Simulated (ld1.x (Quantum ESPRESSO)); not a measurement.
I, TM: configuration errors across variants

ld1.x (Quantum ESPRESSO) 7.5 input, shortened:

```
&input
   title='I', zed=53., rel=1, dft='PBE', iswitch=3,
   config='[Kr] 4d10 5s2 5p5'
 /
 &inputp
   pseudotype=2, tm=.true., lloc=2,
   nlcc=.true., new_core_ps=.true., rcore=0.80
 /
3
5S  1  0   2.00   0.00  1.50  1.50  0.0
5P  2  1   5.00   0.00  2.05  2.05  0.0
4D  3  2  10.00   0.00  1.10  1.10  0.0
 &test
   configts(1)='4d10 5s2 5p5'
 /
```

All-electron excitation energies from the reference (eV): (1) 4d10 5s2 5p4 11.131; (2) 4d10 5s2 5p3 30.977; (3) 4d10 5s2 5p2 60.305; (4) 4d10 5s2 5p4.5 4.532; (5) 4d10 5s1 5p6 10.414; (6) 4d10 5s1 5p5 22.111; (7) 4d9 5s2 5p5 58.247.

1 further variants failed, have other tests or too few solved ones, and are left out.

A true bound ghost makes a file unfit for plane-wave use even where its test errors are small: the radial tests pick states by their node count and pass the ghost by.

Errors AE − PS in meV (a dash: test not solved or not reliable):

| change | (1) | (2) | (3) | (4) | (5) | (6) | (7) | bound ghosts |
| --- | --- | --- | --- | --- | --- | --- | --- | --- |
| base | -1.5 | +0.4 | +8.3 | -0.9 | -4.9 | -2.7 | -362 | s, p |
| wave 5s (bound): rc 1.50 bohr becomes 5s (bound): rc 1.18 bohr | -2.6 | -6.5 | -13 | -1.1 | -54 | -47 | -397 | s, p |
| wave 5s (bound): rc 1.50 bohr becomes 5s (bound): rc 1.42 bohr | -1.6 | -0.2 | +6.7 | -0.9 | -6.0 | -3.5 | -357 | s, p |
| wave 5s (bound): rc 1.50 bohr becomes 5s (bound): rc 1.66 bohr | -1.4 | +0.6 | +8.9 | -0.9 | -4.0 | -2.1 | -377 | s, p |
| wave 5s (bound): rc 1.50 bohr becomes 5s (bound): rc 1.86 bohr | -1.4 | +0.6 | +9.1 | -0.9 | -4.1 | -2.2 | -377 | s, p |
| wave 5s (bound): rc 1.50 bohr becomes 5s (bound): rc 2.04 bohr | -1.4 | +1.0 | +11 | -0.9 | -6.1 | -4.1 | -362 | s, p |

Give the same row for: wave 5s (bound): rc 1.50 bohr becomes 5s (bound): rc 2.16 bohr.

-1.3, +1.9, +14, -0.9, -10, -8.6, -337; bound ghosts: s, p.
